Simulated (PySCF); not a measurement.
C3H9B3O3. Atoms are numbered in the order given.

```xyz
18

C     -1.8812    -2.2653    -0.1490
B     -0.8827    -1.0651    -0.0853
O      0.4706    -1.2778     0.0522
B      1.3623    -0.2311     0.1439
C      2.8936    -0.5108     0.2826
O      0.8692     1.0533     0.0942
B     -0.4779     1.3059    -0.0480
C     -1.0129     2.7710    -0.1418
O     -1.3382     0.2341    -0.1352
H     -1.4120    -3.1747    -0.5497
H     -2.7835    -2.0219    -0.7277
H     -2.2138    -2.5000     0.8777
H      3.2729    -0.9312    -0.6645
H      3.0849    -1.2746     1.0521
H      3.4713     0.3943     0.5119
H     -2.0384     2.8613     0.2435
H     -0.3548     3.4870     0.3698
H     -1.0448     3.0654    -1.2058
```

Geometry optimised at PBE0-D3(BJ)/def2-SVP.

These are B3LYP/pcSseg-1 (PySCF) values and carry that method's errors.

GIAO shieldings, no solvent; atoms listed in one row are averaged. δ = σ(ref) − σ: ¹³C against TMS (σ = 181.3 ppm); ¹¹B against BF3 (σ = 86.3 ppm); ¹⁷O against H2O (σ = 333.8 ppm); ¹H against TMS (σ = 31.68 ppm), references at their B3LYP-D3(BJ)/def2-TZVP geometries, non-relativistic.

```csv
nucleus,atoms,count,δ (ppm)
¹³C,"C1, C5, C8",3,1.5
¹¹B,"B2, B4, B7",3,21.4
¹⁷O,O6,1,218.6
¹⁷O,O9,1,216.7
¹⁷O,O3,1,215.9
¹H,"H10, H11, H12, H13, H14, H15, H16, H17, H18",9,0.76
```
